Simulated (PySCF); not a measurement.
C5H10N2Si2.
Structure used (PBE0-D3(BJ)/def2-SVP), in Å, numbered top down from 1:
```
atom  x, y, z in Å
N1    -1.4788   -2.2405   -0.5780
Si2   -1.3779   -0.8590    0.4744
Si3   -2.7458    0.9974    0.0086
C4     0.3727   -0.1432    0.4228
C5     1.5154   -0.8934    0.1230
C6     2.7561   -0.2605    0.1214
C7     2.8122    1.0986    0.4204
C8     1.6196    1.7678    0.7005
N9     0.4329    1.1701    0.6968
H10   -1.5188   -2.1122   -1.5833
H11   -2.0586   -3.0226   -0.2963
H12   -1.6773   -1.3905    1.8429
H13   -2.8226    1.9531    1.1546
H14   -4.1433    0.5362   -0.2909
H15   -2.2465    1.7177   -1.2049
H16    1.4142   -1.9565   -0.1105
H17    3.6678   -0.8176   -0.1106
H18    3.7616    1.6385    0.4298
H19    1.6274    2.8397    0.9302
```

Method: TDDFT CAM-B3LYP/def2-SVPD, vertical, gas phase, core orbitals frozen in the response (PySCF).

Transition dipole moments from the ground state, in atomic units and in the frame of the coordinates above (overall signs are arbitrary), for the states with f of 0.002 or more among the lowest 7:

```csv
state,E (eV),μx,μy,μz
S1,4.711,-0.151,0.068,-0.160
S2,5.097,0.125,-0.034,-0.057
S3,5.347,0.822,0.262,-0.019
S4,5.578,-0.267,0.322,0.178
S5,6.094,0.354,0.019,-0.118
S6,6.120,-0.592,-0.117,-0.004
S7,6.413,0.180,-0.058,-0.052
```

(1) Work out the oscillator strengths.

(2) What angle do the transition dipoles of S4 and S5 make?

Results:

(1) f = (2/3) ΔE |μ|² with ΔE in hartree (27.2114 eV).

| state | \|μ\|² (au) | \|μ\| (D) | f |
| --- | --- | --- | --- |
| S1 | 0.053 | 0.59 | 0.006 |
| S2 | 0.020 | 0.36 | 0.002 |
| S3 | 0.745 | 2.19 | 0.098 |
| S4 | 0.206 | 1.15 | 0.028 |
| S5 | 0.140 | 0.95 | 0.021 |
| S6 | 0.364 | 1.53 | 0.055 |
| S7 | 0.039 | 0.50 | 0.006 |

(2) |cos θ| = |μa·μb| / (|μa| |μb|) = 0.64, so θ ≈ 50° (taken between 0 and 90°, since the signs are arbitrary).

All these states lie below the vertical ionisation energy of 8.78 eV (ΔSCF).

One conformer stands for the species.
